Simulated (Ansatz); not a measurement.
```yaml
crystal:
  periodic: [false, false, false]
  atoms:
    - {symbol: F, position_ang: [0.029598, -1.406316, 4.359751]}
    - {symbol: C, position_ang: [0.086932, 0.495009, 2.019041]}
    - {symbol: C, position_ang: [1.990827, -0.429800, -0.646302]}
    - {symbol: Si, position_ang: [-1.933947, 0.022197, -1.451942]}
    - {symbol: F, position_ang: [-3.185512, 2.833516, -3.126596]}
    - {symbol: H, position_ang: [0.524900, 2.731844, 2.758125]}
    - {symbol: H, position_ang: [3.823294, 0.980765, -1.238147]}
    - {symbol: H, position_ang: [2.601415, -2.748456, -0.594358]}
    - {symbol: H, position_ang: [-3.742584, -2.580397, -2.117630]}
basis:
  gaussian: {orbitals: STO-3G}
hamiltonian: {xc: {name: r2SCAN50}, pseudopotentials: {relativity: none}}
```

```sh
$ ansatz run in.yaml --threads 2 --pin off --events-out ev --progress --plain --max-ram 4352MiB
```

Output, abridged:

```
Functional definition: r2SCAN50
390 factors; integrals over basis functions are off by at most 3.9e-5 eV
mean field evaluation 1: about -15139.0713 eV, gradient 5.5e1 eV
mean field evaluation 2: about -14364.7569 eV, gradient 5.2e1 eV
mean field evaluation 4: about -15127.6563 eV, gradient 5.2e1 eV
mean field evaluation 8: about -15193.6154 eV, gradient 7.9e0 eV
mean field evaluation 16: about -15194.0943 eV, gradient 2.0e-5 eV
mean field -15194.09433682 eV, -558.3726679513 hartree, gradient 2.0e-5 eV, S^2 0.000000; 6 other end points of the search recorded, 0 dependent functions left out
reference -15194.09434262 eV, -558.3726681641 hartree; 24, 24 occupied and 9, 9 virtual orbitals, 390 factors
Total energy: -15194.09434262 eV, -558.3726681641 hartree
```

In this input the geometry is stretched to more than twice its size. Self-consistency was reached. The result belongs to that input, not to the molecule as meant.
